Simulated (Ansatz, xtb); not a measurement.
System: S$_{2}$, net charge 0, singlet state. This is an excited singlet: at this geometry the triplet lies 0.73 eV lower at CCSD(T)/CBS(aug-cc-pV(T+d)Z,aug-cc-pV(Q+d)Z). SMILES: S=S
Structure (B3LYP-D3(BJ)/def2-TZVP (Ansatz, a first-principles code) minimum search):
```xyz
2

S      0.0000     0.0000    -0.9528
S      0.0000     0.0000     0.9528
```
Charge 0, spin multiplicity 1.

Harmonic wavenumbers from GFN2-xTB (xtb, at its own minimum), cm⁻¹: 717.

Task: Give the harmonic wavenumbers at B3LYP-D3(BJ)/def2-TZVP (Ansatz, finite differences of forces, unscaled).

Result: 711 cm⁻¹. Zero-point energy 1.0 kcal/mol.

Task: From these and the geometry, give the ideal-gas thermochemistry at 298.15 K and 1 atm (rigid rotor, harmonic oscillator).

Result: Point group D∞h, rotational symmetry number 2. Rotational constants 8.683, 8.683 GHz. S(trans) 38.39, S(rot) 13.67, S(vib) 0.29, S(elec, spin only) 0.00, S 52.4 cal/(mol K). H(298) - H(0) 2.14 kcal/mol; G - E(el) -12.5 kcal/mol.
